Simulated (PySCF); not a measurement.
**Excitation energies in several basis sets**

Species: C₃H₈OSi.
SMILES: `C/C=C/O[SiH3]`

TDDFT with PBE0 (PySCF), vertical singlets, core orbitals frozen in the response, spherical d and f functions. The structure is a single PBE0-D3(BJ)/def2-SVP conformer in the gas phase; no vibrational or solvent corrections.

| basis | functions | diffuse | S1 (eV) | S2 (eV) | S3 (eV) | S4 (eV) | S5 (eV) | LUMO (eV) | α (au) |
| --- | --- | --- | --- | --- | --- | --- | --- | --- | --- |
| 6-31G* | 90 | no | 5.67 | 6.96 | 7.09 | 8.01 | 8.23 | 0.62 | 55.7 |
| 6-31+G* | 110 | yes | 5.43 | 5.85 | 6.36 | 6.41 | 6.69 | 0.04 | 63.5 |
| def2-SVP | 114 | no | 6.00 | 6.93 | 6.97 | 7.59 | 7.85 | 0.78 | 59.7 |
| def2-SVPD | 171 | yes | 5.66 | 6.24 | 6.54 | 6.74 | 6.77 | 0.24 | 69.6 |
| aug-cc-pVDZ | 191 | yes | 5.41 | 5.58 | 5.98 | 6.09 | 6.42 | -0.03 | 71.2 |
| def2-TZVP | 209 | no | 5.63 | 6.63 | 6.72 | 6.96 | 7.38 | 0.27 | 66.9 |
| def2-TZVPD | 266 | yes | 5.47 | 5.87 | 6.26 | 6.41 | 6.63 | 0.04 | 70.7 |

Problem. Compare the sets with the largest diffuse one.

Solution. States are compared by their number. Against the largest diffuse basis here (def2-TZVPD, itself not a converged limit), sets without diffuse functions differ by up to 0.54 eV in S1 and 1.60 eV in S5; the smaller diffuse sets differ by up to 0.19 and 0.21 eV. State by state, the largest deviation of a set without diffuse functions is S1 0.54, S2 1.09, S3 0.83, S4 1.61, S5 1.60 eV. The same number needn't mean the same state in each row. Against def2-TZVPD the polarisability deviates by -21% in 6-31G*, -10% in 6-31+G*, -16% in def2-SVP, -2% in def2-SVPD, +1% in aug-cc-pVDZ, -5% in def2-TZVP. A single + in a Pople set puts diffuse functions on heavy atoms only.
